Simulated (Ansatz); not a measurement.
Ansatz (a first-principles code) input:

Ansatz 0.2 input:
```yaml
crystal:
  periodic: [false, false, false]
  atoms:
    - {symbol: Te, position_ang: [0.26202370, 0.22152745, 0.98851729]}
    - {symbol: F, position_ang: [0.73306039, 2.16266695, -0.09053433]}
    - {symbol: N, position_ang: [-0.03301544, -1.20602924, -0.27729287]}
    - {symbol: H, position_ang: [-1.00705470, -1.21441373, -0.59925362]}
basis:
  gaussian:
    orbitals: def2-TZVP
hamiltonian:
  xc: b3lyp
  dispersion: d3bj
total_charge: -1
relax: {f_tol: 0.002, max_steps: 150}
```

### Question
What final total energy does it print?

### Answer
-423.40134 Eh (B3LYP-D3(BJ)/def2-TZVP). The basis has 118 functions. The run takes roughly 40 core-seconds.

It need not be the lowest isomer of its formula. Whether it binds its extra electron was not tested at this geometry.
